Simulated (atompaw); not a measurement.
**Logarithmic derivatives: phosphorus, PAW (atompaw)**

- Element: P (Z = 15)
- Generator: atompaw 4.2.0.5
- Type: PAW
- Functional: PBE
- Relativity: scalar-relativistic
- Frozen core: [Ne]
- Valence charge: 5
- Reference configuration: 3s1 3p4
- Partial waves: 3s (bound): rc 2.05 bohr; 3s channel at 3.8 Ry: rc 1.75 bohr; 3p (bound): rc 2.05 bohr; 3p channel at 4.5 Ry: rc 2.05 bohr; 3d channel at -0.05 Ry: rc 2.05 bohr; 3d channel at 0.55 Ry: rc 2.00 bohr
- Local potential: troulliermartins scheme with l = 3 at 0 Ry, radius 2.00 bohr
- Core correction: smooth core density matched at 1.20 bohr
- Augmentation charge: sinc compensation charge, radius 1.95 bohr; PAW radius 2.05 bohr; waves and projectors: custom polynom2 7 10 vanderbiltortho

The phase is arctan(r·u′/u) with u = r·R(r), unwrapped; energies in Ry, scanned from -3 to 5 Ry. A pole is an energy at which the radial function vanishes at the test radius. The pseudo phase is shifted by a multiple of π to meet the all-electron one at the reference energy, and phase errors are pseudo minus all-electron; the curves can meet again beyond the range given. Levels narrower than the energy grid can be missing from the lists of poles.

```csv
channel,radius (bohr),reference energy (Ry),"poles, all-electron","poles, pseudo",unbroken range about the reference energy with phases within 0.05 rad,phase error 1 Ry above the reference energy (rad)
s,2.06,-1.08,0.83,0.82,the whole range,-0.000
p,2.06,-0.45,1.88,1.88,the whole range,-0.000
d,2.06,-0.05,2.93,2.95,the whole range,+0.000
```

Phases in the p channel:

```json
{"E (Ry)": "-3.00", "all-electron": "1.217", "pseudo": "1.217"}
{"E (Ry)": "-2.52", "all-electron": "1.164", "pseudo": "1.163"}
{"E (Ry)": "-2.04", "all-electron": "1.081", "pseudo": "1.080"}
{"E (Ry)": "-1.56", "all-electron": "0.936", "pseudo": "0.936"}
{"E (Ry)": "-1.08", "all-electron": "0.633", "pseudo": "0.632"}
{"E (Ry)": "-0.60", "all-electron": "-0.057", "pseudo": "-0.057"}
{"E (Ry)": "-0.12", "all-electron": "-0.845", "pseudo": "-0.846"}
{"E (Ry)": "0.36", "all-electron": "-1.220", "pseudo": "-1.221"}
{"E (Ry)": "0.84", "all-electron": "-1.395", "pseudo": "-1.395"}
{"E (Ry)": "1.32", "all-electron": "-1.494", "pseudo": "-1.494"}
{"E (Ry)": "1.80", "all-electron": "-1.561", "pseudo": "-1.561"}
{"E (Ry)": "2.28", "all-electron": "-1.613", "pseudo": "-1.613"}
{"E (Ry)": "2.76", "all-electron": "-1.657", "pseudo": "-1.657"}
{"E (Ry)": "3.24", "all-electron": "-1.700", "pseudo": "-1.700"}
{"E (Ry)": "3.72", "all-electron": "-1.745", "pseudo": "-1.745"}
{"E (Ry)": "4.20", "all-electron": "-1.798", "pseudo": "-1.798"}
{"E (Ry)": "4.68", "all-electron": "-1.867", "pseudo": "-1.867"}
```
